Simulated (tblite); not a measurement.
Species: C₃H₇GeN₂P.
SMILES with atom numbers: `[CH3:1][c:2]1[n:3][n:4]([GeH3:5])[cH:6][p:7]1` (hydrogens: H8, H9, H10 on C1; H11, H12, H13 on Ge5; H14 on C6)

Computed with GFN2-xTB (tblite), gas phase: L-BFGS steps from a force-field or distance-geometry start until the largest atomic force falls under 0.01 eV/Å.

Step 12: E = -551.5122 eV
```
atom  x, y, z in Å  |  force x, y, z in eV/Å
C1      2.6802   -0.3619    0.1815   -0.059   0.012  -0.014
C2      1.2991    0.1879    0.1003   -0.056   0.127   0.040
N3      0.2541   -0.5688   -0.1050   -0.106   0.170   0.007
N4     -0.8671    0.1569   -0.1127   -0.123  -0.012   0.010
Ge5    -2.4812   -0.7334   -0.2853    0.070   0.086   0.035
C6     -0.7015    1.4799    0.0977   -0.035  -0.115  -0.025
P7      0.9414    1.9209    0.3086   -0.047  -0.060  -0.001
H8      3.3711    0.3725   -0.2277    0.103  -0.084   0.016
H9      2.7610   -1.2998   -0.3616   -0.024   0.001  -0.003
H10     2.9369   -0.5376    1.2268    0.050  -0.018  -0.028
H11    -2.2461   -1.9401   -1.1113    0.084  -0.035  -0.015
H12    -2.9866   -1.0537    1.0848    0.029  -0.040   0.019
H13    -3.3746    0.2767   -0.9279   -0.033  -0.014  -0.031
H14    -1.5875    2.1000    0.1097    0.145  -0.019  -0.011
```

Step 13: E = -551.5159 eV
```
atom  x, y, z in Å  |  force x, y, z in eV/Å
C1      2.6742   -0.3626    0.1807   -0.021  -0.003  -0.007
C2      1.2954    0.1933    0.1049   -0.046   0.031  -0.007
N3      0.2513   -0.5646   -0.1045   -0.099   0.112   0.018
N4     -0.8716    0.1571   -0.1131   -0.078   0.019   0.010
Ge5    -2.4845   -0.7369   -0.2853    0.150   0.083   0.025
C6     -0.7046    1.4792    0.0957   -0.026  -0.060  -0.007
P7      0.9384    1.9223    0.3108   -0.082  -0.005   0.005
H8      3.3698    0.3662   -0.2306    0.090  -0.074   0.022
H9      2.7505   -1.3011   -0.3626   -0.041   0.007  -0.008
H10     2.9337   -0.5425    1.2244    0.052  -0.007  -0.016
H11    -2.2244   -1.9412   -1.1114    0.042  -0.005   0.008
H12    -2.9759   -1.0551    1.0908    0.007  -0.045  -0.004
H13    -3.3658    0.2828   -0.9290   -0.061  -0.041  -0.028
H14    -1.5872    2.1027    0.1070    0.114  -0.013  -0.012
```

Step 14: E = -551.5182 eV
```
atom  x, y, z in Å  |  force x, y, z in eV/Å
C1      2.6699   -0.3629    0.1801    0.005  -0.011  -0.001
C2      1.2923    0.1973    0.1077   -0.029  -0.035  -0.034
N3      0.2479   -0.5605   -0.1039   -0.050   0.023   0.022
N4     -0.8757    0.1577   -0.1131   -0.019   0.039   0.009
Ge5    -2.4840   -0.7378   -0.2850    0.135   0.047   0.009
C6     -0.7067    1.4779    0.0945   -0.011   0.012   0.011
P7      0.9351    1.9232    0.3122   -0.075   0.044   0.013
H8      3.3708    0.3609   -0.2319    0.066  -0.062   0.021
H9      2.7435   -1.3017   -0.3632   -0.057   0.008  -0.011
H10     2.9328   -0.5456    1.2224    0.041  -0.002  -0.009
H11    -2.2107   -1.9416   -1.1112    0.018   0.022   0.027
H12    -2.9693   -1.0568    1.0941   -0.002  -0.043  -0.023
H13    -3.3616    0.2855   -0.9301   -0.068  -0.062  -0.020
H14    -1.5849    2.1041    0.1051    0.045   0.021  -0.012
```

Step 15: E = -551.5196 eV
```
atom  x, y, z in Å  |  force x, y, z in eV/Å
C1      2.6676   -0.3632    0.1797    0.012  -0.013   0.002
C2      1.2902    0.1992    0.1086   -0.006  -0.048  -0.034
N3      0.2451   -0.5579   -0.1033   -0.003  -0.037   0.018
N4     -0.8784    0.1587   -0.1128    0.027   0.043   0.008
Ge5    -2.4814   -0.7372   -0.2846    0.069   0.009  -0.004
C6     -0.7081    1.4773    0.0941   -0.001   0.063   0.020
P7      0.9321    1.9243    0.3131   -0.035   0.056   0.016
H8      3.3729    0.3568   -0.2320    0.042  -0.050   0.015
H9      2.7390   -1.3020   -0.3638   -0.062   0.003  -0.013
H10     2.9334   -0.5472    1.2212    0.025  -0.002  -0.005
H11    -2.2034   -1.9415   -1.1105    0.011   0.035   0.034
H12    -2.9660   -1.0585    1.0952   -0.001  -0.038  -0.036
H13    -3.3610    0.2854   -0.9310   -0.059  -0.078  -0.010
H14    -1.5825    2.1052    0.1039   -0.020   0.056  -0.012
```

Question: Estimate the geometry and energy of step 16. (The exact step hangs on the optimiser's Hessian estimate; all steps are aligned on step 15, rigid shifts and turns removed.)

Answer: E = -551.5208 eV, largest force 0.103 eV/Å
```
atom  x, y, z in Å  |  force x, y, z in eV/Å
C1      2.6661   -0.3636    0.1795    0.009  -0.013   0.002
C2      1.2885    0.2000    0.1086    0.017  -0.025  -0.018
N3      0.2428   -0.5564   -0.1024    0.035  -0.053   0.012
N4     -0.8800    0.1604   -0.1125    0.051   0.041   0.007
Ge5    -2.4778   -0.7362   -0.2843   -0.007  -0.018  -0.010
C6     -0.7092    1.4780    0.0942    0.004   0.087   0.023
P7      0.9291    1.9259    0.3141    0.022   0.039   0.015
H8      3.3757    0.3526   -0.2317    0.019  -0.037   0.006
H9      2.7344   -1.3021   -0.3645   -0.060  -0.007  -0.013
H10     2.9345   -0.5484    1.2202    0.008  -0.005  -0.002
H11    -2.1979   -1.9407   -1.1094    0.012   0.037   0.033
H12    -2.9637   -1.0608    1.0952    0.003  -0.032  -0.046
H13    -3.3621    0.2835   -0.9321   -0.046  -0.090   0.001
H14    -1.5809    2.1073    0.1028   -0.067   0.077  -0.011
```

The energy changes by -0.0012 eV. The first-order estimate −F·Δx gives -0.0017 eV and the mean of the old and new forces, exact on a quadratic surface, -0.0012 eV. The step makes an angle of 53° with the force vector and moves no atom by more than 0.006 Å.

The cost below is that of the whole relaxation. Time: 0.54 s. Hardware: an Arm Neoverse V2 with one thread, no GPU, on a shared host.
